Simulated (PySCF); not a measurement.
**Magnetisability: Br2**

Cartesian coordinates in Å; atom numbers follow the order of the lines, from 1:
```xyz
2

Br    1.175    0.000    0.005
Br   -1.193    0.017   -0.015
```

Method: PySCF 2.14.0, GIAO B3LYP/aug-pcSseg-1 magnetisability, rotational g tensor and spin-rotation constants, non-relativistic, gas phase. Geometry: PBE0-D3(BJ)/def2-SVP, altered.

The calculation is non-relativistic, which matters for the atoms heavier than Zn.

Task: What are the magnetisability and the molar susceptibility?

Result: Isotropic -930 × 10⁻³⁰ J/T², or -56.0 × 10⁻⁶ cm³/mol; principal values -1109, -840, -840 × 10⁻³⁰ J/T², anisotropy 269 × 10⁻³⁰ J/T² (root of half the summed squared differences of the principal values). The susceptibility is in cgs units.

Task: Split it along the inertial axes a, b, c into diamagnetic and paramagnetic parts about the centre of mass, with the quadrupole moment.

Result: 
| axis | χ (10⁻⁶ cm³/mol) | diamagnetic (10⁻⁶ cm³/mol) | paramagnetic (10⁻⁶ cm³/mol) | summed x² of all electrons (Å²) | quadrupole Θ (D Å) |
| --- | --- | --- | --- | --- | --- |
| a | -66.8 | -66.8 | 0.0 | 104.8 | +5.78 |
| b | -50.6 | -477.9 | 427.3 | 7.9 | -2.89 |
| c | -50.6 | -477.9 | 427.3 | 7.9 | -2.89 |

Anisotropies 2χaa − χbb − χcc = -32.4 and 2χbb − χaa − χcc = +16.2 × 10⁻⁶ cm³/mol. Θ is traceless in Buckingham's convention.

Task: And the rotational g tensor?

Result: 
| axis | rotational constant (GHz) | g | nuclear part | electronic part |
| --- | --- | --- | --- | --- |
| b | 2.2844 | -0.0119 | 0.4467 | -0.4586 |
| c | 2.2844 | -0.0119 | 0.4467 | -0.4586 |

Linear; isotopes 79Br; no vibrational averaging.
